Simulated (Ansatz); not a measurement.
The first iterations of a band of ClGeH3 + H4OSi (11 atoms, charge 0, multiplicity 1).

All numbers below come from Ansatz 0.2.0, RKS B3LYP/def2-SVP.

- movable images: 7
- climbing image: yes
- spring: 5.0 eV/Å²
- optimiser: quadratic models (default)
- start path: straight line
- force threshold: 0.03 eV/Å
- iteration limit: 60
- end points: relaxed

First end point:

```xyz
11
Properties=species:S:1:pos:R:3
Ge -0.297 -0.331 -0.422
H -0.726 -0.717 1.001
Cl 1.829 -0.806 -0.641
H -0.499 1.156 -0.732
H -1.026 -1.213 -1.453
O 1.053 1.590 1.846
Si 2.716 1.819 1.894
H 3.446 0.586 2.304
H 3.124 2.240 0.533
H 3.055 2.896 2.874
H 0.619 1.418 2.691
```

Last end point:

```xyz
11
Properties=species:S:1:pos:R:3
Ge 0.515 0.159 -0.544
H -1.372 1.513 3.068
Cl 2.146 -0.184 -1.948
H -0.450 1.185 -1.153
H -0.100 -1.204 -0.197
O 1.200 0.863 0.930
Si 2.700 1.156 1.611
H 3.485 -0.106 1.735
H 3.475 2.133 0.794
H 2.455 1.723 2.964
H -0.756 1.403 2.634
```

| iteration | highest image above the first end (eV) | largest band force component (eV/Å) |
| --- | --- | --- |
| 1 | 6.564 | 4.941 |
| 2 | 4.710 | 5.445 |
| 3 | 4.090 | 3.341 |
| 4 | 3.697 | 2.573 |
| 5 | 2.690 | 1.971 |
| 6 | 2.031 | 2.387 |
| 7 | 1.615 | 1.007 |
| 8 | 1.487 | 2.037 |
| 9 | 1.455 | 0.604 |

Task: Does the band converge within its limit, and where does its top end?

Result: The forces met the threshold. It ended after 29 iterations with the highest image 1.681 eV above the first end. Neighbouring images differ by up to 1.5 eV, so the band resolves the path poorly. Another band between the same ends (7 images) ends at a top of the same energy, where a vibrational analysis finds 1 clearly imaginary mode. The orbitals stay closed-shell, which can raise the energy where a bond breaks towards radicals; this wasn't checked here.

Run time: 7 min on 4 threads of Arm Neoverse V1 (shared host), peak memory 0.31 GiB.
